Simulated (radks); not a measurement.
The numbers below are computed, except where a source is named.
The osmium ion Os56+, configuration [Ar] 3d2.

Code: a radial shooting solver on a logarithmic mesh with Libxc functionals. Model: scalar-relativistic Kohn-Sham, SCAN, spin-polarised, spherical densities, finite nucleus; open shells are filled with parallel spins first (spin-orbit coupling, left out, can overturn this in heavy ions); meta-GGA in the generalised Kohn-Sham scheme; Fermi nuclear charge, rms radius 5.4126 fm.

Energy parts (hartree):
| part | energy |
|---|---|
| total | -14147.7083 |
| kinetic | 15969.9534 |
| electron-nucleus | -31678.5890 |
| Hartree | 1756.6189 |
| exchange-correlation | -195.6916 |

Orbitals (lengths in bohr, moments of r in powers of bohr; r(90%) holds 90 % of the orbital's charge):
[
 {"orbital": "1s up", "occ.": "1", "eigenvalue (hartree)": "-2862.712", "r(90%)": "0.0323", "<r^2>": "0.0004335", "<r>": "0.01773"},
 {"orbital": "1s down", "occ.": "1", "eigenvalue (hartree)": "-2862.696", "r(90%)": "0.0323", "<r^2>": "0.0004335", "<r>": "0.01773"},
 {"orbital": "2s up", "occ.": "1", "eigenvalue (hartree)": "-616.3660", "r(90%)": "0.115", "<r^2>": "0.006538", "<r>": "0.07436"},
 {"orbital": "2s down", "occ.": "1", "eigenvalue (hartree)": "-615.7599", "r(90%)": "0.115", "<r^2>": "0.006528", "<r>": "0.07430"},
 {"orbital": "2p up", "occ.": "3", "eigenvalue (hartree)": "-555.6168", "r(90%)": "0.109", "<r^2>": "0.005427", "<r>": "0.06671"},
 {"orbital": "2p down", "occ.": "3", "eigenvalue (hartree)": "-555.1388", "r(90%)": "0.108", "<r^2>": "0.005417", "<r>": "0.06665"},
 {"orbital": "3s up", "occ.": "1", "eigenvalue (hartree)": "-235.7831", "r(90%)": "0.266", "<r^2>": "0.03815", "<r>": "0.1829"},
 {"orbital": "3s down", "occ.": "1", "eigenvalue (hartree)": "-235.1551", "r(90%)": "0.267", "<r^2>": "0.03825", "<r>": "0.1832"},
 {"orbital": "3p up", "occ.": "3", "eigenvalue (hartree)": "-217.6855", "r(90%)": "0.268", "<r^2>": "0.03782", "<r>": "0.1809"},
 {"orbital": "3p down", "occ.": "3", "eigenvalue (hartree)": "-217.0380", "r(90%)": "0.269", "<r^2>": "0.03794", "<r>": "0.1812"},
 {"orbital": "3d up", "occ.": "2", "eigenvalue (hartree)": "-200.7342", "r(90%)": "0.245", "<r^2>": "0.02982", "<r>": "0.1607"}
]

The highest occupied level is 3d up at -5462.3 eV. The density falls to 0.001 e/bohr^3 at r = 0.58 bohr. The electron density at the nucleus is 1.784e+06 e/bohr^3 (large components only). The spin density at the nucleus is -46.6 e/bohr^3 (1s -11.5, 2s -190.0, 3s 154.9). Spin moment in Bohr magnetons: 2.

Empty levels of this run are not shown, since the potential may be unsettled where no density lies.
